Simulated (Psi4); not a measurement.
Pair of molecules, SMILES Cl with SMILES P (the first has 2 atoms); geometry from B3LYP-D3(BJ)/def2-TZVP, rigid monomers moved along the line of their centres of mass till Cl1···P3 is 5.17 Å.
(charge 0, multiplicity 1):
```tsv
atom	x (Å)	y (Å)	z (Å)
Cl	0.4362	-0.6161	-0.3437
H	0.2439	0.3609	-1.1517
P	-0.1211	0.3375	4.7033
H	-0.3823	1.0850	5.8820
H	0.7326	1.3288	4.1576
H	-1.2681	0.8291	4.0310
```

The numbers are results of SAPT0/jun-cc-pV(D+d)Z run with Psi4, not measurements.

Q: Which attractive term is largest, and how does the interaction split up?

A: electrostatics -1.2, exchange 0.5, induction -0.2, dispersion -3.8, total -4.7 meV; the largest attraction is dispersion.
